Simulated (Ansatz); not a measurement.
This geometry of C2H10AsNSi (15 atoms, charge 0, multiplicity 1) is a first-order saddle point.

Computed with RKS B3LYP-D4/def2-SVP in Ansatz.

```xyz
15
Properties=species:S:1:pos:R:3
C -1.605 0.778 1.303
Si -0.036 1.012 0.272
N 0.357 -0.451 -0.612
C 0.473 -1.715 0.113
As 1.271 -0.425 -2.247
H -1.969 -0.261 1.252
H -1.442 1.029 2.363
H -2.412 1.425 0.922
H -0.223 2.088 -0.742
H 1.088 1.435 1.174
H -0.336 -1.809 0.857
H 1.432 -1.832 0.658
H 0.377 -2.575 -0.572
H 0.527 0.777 -2.834
H 2.474 0.474 -1.877
```

Q: Which two structures does it join? (They come from a converged band through this point; their orientation in space is the band's.)

A: No bond is made or broken. The dihedral H6–C1–Si2–N3 goes from -54 to 67°. The two ends are copies of one structure, up to a mirror image or an exchange of like atoms.

Image 0:

```xyz
15
Properties=species:S:1:pos:R:3
C -1.602 0.749 1.267
Si -0.201 1.038 0.044
N 0.407 -0.486 -0.574
C 0.545 -1.643 0.307
As 1.458 -0.555 -2.121
H -2.394 0.123 0.824
H -1.252 0.264 2.191
H -2.050 1.717 1.549
H -0.680 1.831 -1.125
H 0.867 1.845 0.723
H -0.361 -1.771 0.923
H 1.409 -1.581 1.000
H 0.665 -2.569 -0.281
H 0.644 0.470 -2.916
H 2.521 0.516 -1.782
```

Image 10:

```xyz
15
Properties=species:S:1:pos:R:3
C -1.492 0.750 1.394
Si -0.063 1.037 0.204
N 0.342 -0.442 -0.644
C 0.343 -1.723 0.060
As 1.357 -0.419 -2.217
H -1.211 0.085 2.225
H -1.810 1.711 1.832
H -2.358 0.309 0.874
H -0.435 2.050 -0.827
H 1.100 1.591 0.975
H -0.562 -1.824 0.682
H 1.218 -1.870 0.726
H 0.334 -2.562 -0.656
H 0.668 0.800 -2.840
H 2.547 0.457 -1.761
```

Q: How far does it lie above each of them?

A: 7.0 kJ/mol above the first and 7.0 kJ/mol above the second. This is the barrier of this one path; another mechanism may lie lower.

The run took 9.2 min on 2 threads of Arm Neoverse V1 (shared host), peak memory 0.45 GiB.
